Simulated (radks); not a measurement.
The numbers below are computed, except where a source is named.
The cobalt ion Co5+, 22 electrons, occupied as [Ar] 3d4. Code: a radial shooting solver on a logarithmic mesh with Libxc functionals. Model: scalar-relativistic Kohn-Sham, SCAN, spin-polarised, spherical densities, finite nucleus; open shells are filled with parallel spins first; meta-GGA in the generalised Kohn-Sham scheme; Fermi nuclear charge, rms radius 3.7875 fm.

Normalised radial functions P(r) = r R(r), r in bohr:

```
   r/bohr * 2p up, o 3p down (the largest magnitude, 2, reaches the edge; | marks zero, & curves that meet)
 0.006029                             &
 0.008573                             o*
  0.01219                             o*
  0.01733                             |o*
  0.02465                             |o  *
  0.03505                             | o   *
  0.04983                             |   o     *
  0.07085                             |     o         *
   0.1007                             |       o             *
   0.1433                             |        o                 *
   0.2037                             |     o                    *
   0.2896                            o|                    *
   0.4118                   o         |          *
   0.5856             o               |   *
   0.8327              o              |*
    1.184                    o        *
    1.684                          o  *
    2.394                             &
```

2p up: eigenvalue -868.32 eV, 0 radial nodes, <r> = 0.225 bohr, 90 % of the charge inside 0.369 bohr. 3p down: eigenvalue -146.72 eV, 1 radial node at r = 0.283 bohr, <r> = 0.781 bohr, 90 % of the charge inside 1.19 bohr.
